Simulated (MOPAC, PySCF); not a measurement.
HAlBr$_{2}$O, SMILES `[OH][Al]([Br])[Br]`, neutral singlet in the gas phase. 

Cartesian coordinates (Å):
```xyz
5

O     -1.1366    -0.5201    -0.0006
Al     0.3508     0.1585    -0.0025
Br     2.1889    -1.1126     0.0456
Br     0.5970     2.3797    -0.0509
H     -1.9944    -0.9151    -0.0001
```
Charge 0, multiplicity 1.

All levels are single points at this geometry (PBE0-D4/def2-TZVP); Pople sets use spherical d functions. Orbital energies aren't observables, and empty levels follow the basis.

AM1 in MOPAC gives gap (eV) = 9.51.

Problem. Estimate the gap (eV) from each of these levels: PBE-D3(BJ)/def2-TZVP in PySCF; PBE0-D4/def2-TZVP in PySCF; B3LYP/3-21G in PySCF; B3LYP/6-311+G** (LANL2DZ on Br) in PySCF; BP86/6-31G* in PySCF; M06-2X/6-31G* in PySCF; HF/3-21G in PySCF; HF/6-31G* in PySCF; HF/STO-3G in PySCF; PM3 in MOPAC; PM6 in MOPAC; PM7 in MOPAC.

Solution. 
| level | gap (eV) |
|---|---|
| PBE-D3(BJ)/def2-TZVP in PySCF | 5.17 |
| PBE0-D4/def2-TZVP in PySCF | 7.34 |
| B3LYP/3-21G in PySCF | 6.67 |
| B3LYP/6-311+G** (LANL2DZ on Br) in PySCF | 6.55 |
| BP86/6-31G* in PySCF | 5.15 |
| M06-2X/6-31G* in PySCF | 9.19 |
| HF/3-21G in PySCF | 13.41 |
| HF/6-31G* in PySCF | 13.33 |
| HF/STO-3G in PySCF | 15.66 |
| PM3 in MOPAC | 9.12 |
| PM6 in MOPAC | 10.83 |
| PM7 in MOPAC | 9.89 |
